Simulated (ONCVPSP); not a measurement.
## Reading a pseudo-wave (Al)

Columns: radius, all-electron u(r) and pseudo u(r) of the 3s shell (level -7.84 eV) of aluminium in the configuration [Ne] 3s2 3p1; LDA (Perdew-Zunger), scalar-relativistic, ONCV scheme, ONCVPSP 4.0.1.

| r (bohr) | all-electron | pseudo |
| --- | --- | --- |
| 0.120 | 0.0873 | 0.0172 |
| 0.240 | -0.1561 | 0.0376 |
| 0.360 | -0.2878 | 0.0637 |
| 0.480 | -0.2899 | 0.0967 |
| 0.600 | -0.2103 | 0.1368 |
| 0.720 | -0.0906 | 0.1836 |
| 0.840 | 0.0416 | 0.2365 |
| 0.960 | 0.1706 | 0.2946 |
| 1.080 | 0.2875 | 0.3568 |
| 1.200 | 0.3886 | 0.4209 |
| 1.320 | 0.4726 | 0.4837 |
| 1.440 | 0.5398 | 0.5415 |
| 1.560 | 0.5915 | 0.5905 |
| 1.680 | 0.6292 | 0.6283 |
| 1.800 | 0.6545 | 0.6542 |
| 1.920 | 0.6691 | 0.6690 |
| 2.040 | 0.6745 | 0.6745 |
| 2.160 | 0.6723 | 0.6723 |
| 2.280 | 0.6638 | 0.6638 |
| 2.400 | 0.6502 | 0.6502 |
| 2.520 | 0.6326 | 0.6326 |
| 2.640 | 0.6119 | 0.6118 |
| 2.760 | 0.5889 | 0.5889 |
| 2.880 | 0.5642 | 0.5642 |
| 3.000 | 0.5386 | 0.5385 |
| 3.120 | 0.5123 | 0.5123 |

How many radial nodes do the two functions have?

The all-electron 3s function has n − l − 1 = 2; the pseudo-wave has 0, since the states of the same l below it are removed with the core.

At about which radius was the pseudo-wave matched?

2.05 bohr. The columns agree to 0.0005 from 1.80 bohr on; several derivatives are matched, so the curves merge somewhat inside the radius.

Where does each function peak?

Outermost all-electron maximum near 2.04 bohr, pseudo maximum near 2.04 bohr (to the table’s step).

Is the pseudo-wave norm-conserving?

Yes: the ONCV scheme keeps the norm inside the radius equal to the all-electron one, which fixes the energy derivative of the logarithmic derivative at the level.
